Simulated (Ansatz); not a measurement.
C$_{3}$H$_{6}$AlBO. Total charge 0; spin multiplicity 1. The bonds changed during the relaxation, so this is another structure than the one it started from. All single points use the PBE0-D4/def2-TZVP geometry.

```xyz
12

O    -1.371   -0.115   -1.457
C    -0.776    0.385   -0.419
B    -0.668    1.343    0.727
C     0.792    0.881    1.146
C     0.081   -0.275    0.509
Al   -0.001   -1.265   -1.696
H    -1.554    1.760    1.405
H     1.005    0.791    2.209
H     1.641    1.261    0.586
H    -0.041   -1.274    0.932
H     1.178   -0.712   -2.579
H    -0.286   -2.781   -1.364
```

**Question.** What is the dipole moment at B3LYP/def2-TZVPP? (Estimate.)

**Answer.** Computed: 1.42 D, with components (0.86, -0.79, 0.80) D in this frame, pointing from negative to positive charge.

**Question.** And with PBE, r2SCAN, ωB97M-V? (An estimate is asked.)

**Answer.** Computed: PBE 1.39 D, r2SCAN 1.39 D, ωB97M-V 1.41 D.

**Question.** Give the Mulliken charges with B3LYP, ωB97M-V, PBE in def2-TZVPP. (Estimate.)

**Answer.** Computed: 
| atom | B3LYP | ωB97M-V | PBE |
| --- | --- | --- | --- |
| O1 | -0.35 | -0.36 | -0.28 |
| C2 | 0.27 | 0.28 | 0.24 |
| B3 | -0.05 | -0.11 | -0.07 |
| C4 | -0.23 | -0.26 | -0.18 |
| C5 | -0.24 | -0.24 | -0.20 |
| Al6 | 0.51 | 0.44 | 0.42 |
| H7 | 0.03 | 0.09 | 0.01 |
| H8 | 0.09 | 0.11 | 0.08 |
| H9 | 0.11 | 0.12 | 0.10 |
| H10 | 0.15 | 0.16 | 0.14 |
| H11 | -0.14 | -0.11 | -0.12 |
| H12 | -0.15 | -0.12 | -0.13 |

B3LYP here is the variant with VWN-RPA as its local correlation; programs differ in this.
